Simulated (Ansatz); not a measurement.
An input meant for SbBr3⁺ (charge 1, doublet).

```yaml
crystal:
  periodic: [false, false, false]
  atoms:
    - {symbol: Sb, position_ang: [-0.004382, 0.005067, 0.908470]}
    - {symbol: Br, position_ang: [2.221991, -0.030307, -0.292105]}
    - {symbol: Br, position_ang: [-1.083969, 1.935784, -0.318803]}
    - {symbol: Br, position_ang: [-1.133650, -1.910554, -0.297562]}
basis:
  gaussian: {orbitals: x2c-TZVPPall}
total_charge: 1
magnetization: {spin_polarized: true, initial_magnetization: 1}
hamiltonian: {xc: {name: B2PLYP}, dispersion: d4}
scf: {lower_state_search: off}
output: {forces: true}
```

```sh
$ ansatz run in.yaml --threads 4 --pin off --events-out ev --progress --plain --max-ram 3916MiB
```

Output, abridged:

```
Error: invalid value for `hamiltonian.dispersion`: no damping is tabulated for this functional; type it, or the functional that lends it
```

In this input the program holds no damping parameters for this pairing of functional and dispersion term, so they'd have to be typed. The input was rejected before any iteration.
